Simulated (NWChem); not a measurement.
Correlation energy of AgCl

```
Cl
Ag 1 2.3011
```
Charge 0, spin multiplicity 1.

All runs are NWChem calculations. The geometry was optimised at PBE0/def2-SVP with def2 effective core potentials on Ag, a minimum by its harmonic frequencies.

Basis set: def2-SVP. Each correlation energy counts from its own Hartree-Fock reference.

Effective core potentials replace the inner electrons of Ag; spin-orbit coupling is left out. The correlated methods keep 9 core orbitals frozen. The structure started from a generated list of species. No row is a measurement; the coupled-cluster row has its own basis-set and correlation limits.

### Question
For the correlation energy, MP2 gives -369.2 mHa and SCS-MP2 gives -333.7 mHa. What do CR-CCSD[T], CR-CCSD(T), CCSD give?

### Answer
CR-CCSD[T]: -380.3 mHa; CR-CCSD(T): -379.9 mHa; CCSD: -372.7 mHa.
